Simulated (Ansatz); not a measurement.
CrN(OH)3 (CrNO3H3). Charge 0, multiplicity 3. Geometry B3LYP-D4/def2-SVP, that of the neutral singlet; atoms count from 1.

```csv
atom,x (Å),y (Å),z (Å)
Cr1,-0.015,0.032,-0.019
N2,0.527,-1.166,0.700
O3,-1.060,0.884,1.089
H4,-1.183,0.537,1.983
O5,-0.898,-0.543,-1.410
H6,-0.953,-1.495,-1.575
O7,1.343,1.020,-0.495
H8,2.239,0.731,-0.272
```

At PBE0-D4/def2-TZVP a singlet of charge 0 lies 3.22 eV below the triplet at the same geometry.

Estimate the Mulliken populations from the PBE0/def2-TZVP orbitals of Ansatz.


```json
{"atom": "Cr1", "charge (e)": "1.34", "spin (α − β)": "1.03", "d electrons": "4.19"}
{"atom": "N2", "charge (e)": "-0.37", "spin (α − β)": "0.85", "d electrons": "–"}
{"atom": "O3", "charge (e)": "-0.66", "spin (α − β)": "0.06", "d electrons": "–"}
{"atom": "H4", "charge (e)": "0.34", "spin (α − β)": "0.00", "d electrons": "–"}
{"atom": "O5", "charge (e)": "-0.66", "spin (α − β)": "0.06", "d electrons": "–"}
{"atom": "H6", "charge (e)": "0.34", "spin (α − β)": "0.00", "d electrons": "–"}
{"atom": "O7", "charge (e)": "-0.65", "spin (α − β)": "-0.02", "d electrons": "–"}
{"atom": "H8", "charge (e)": "0.34", "spin (α − β)": "0.01", "d electrons": "–"}
```
Mulliken values depend strongly on the basis.

Where does the spin sit?

Summed by element: Cr 1.03, N 0.85, O 0.10, H 0.02, of 2 unpaired in all. Largest on single atoms: Cr1 1.03, N2 0.85, O3 0.06.

And the Mayer bond orders between heavy atoms (over 0.3)?

Cr1–N2 1.96 (1.50 Å); Cr1–O3 0.95 (1.75 Å); Cr1–O5 0.95 (1.75 Å); Cr1–O7 0.99 (1.75 Å).
